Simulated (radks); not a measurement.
Task: The zirconium ion Zr3+ is in [Kr] 4d1. All-electron calculation, scalar-relativistic Kohn-Sham, LDA (Slater exchange, Perdew-Wang correlation), spin-polarised, spherical densities, finite nucleus; Fermi nuclear charge, rms radius of each element as measured or else 0.836 A^(1/3) + 0.57 fm. Program: a radial shooting solver on a logarithmic mesh with Libxc functionals. Open shells are filled with parallel spins first. One electron is removed from 4p, 3d, 4d, 4s in turn, with full relaxation. Which removal costs least, and what does each cost?

Result: 4d 34.573 eV; 4p 66.260 eV; 4s 89.240 eV; 3d 219.90 eV. The 4d electron leaves first.
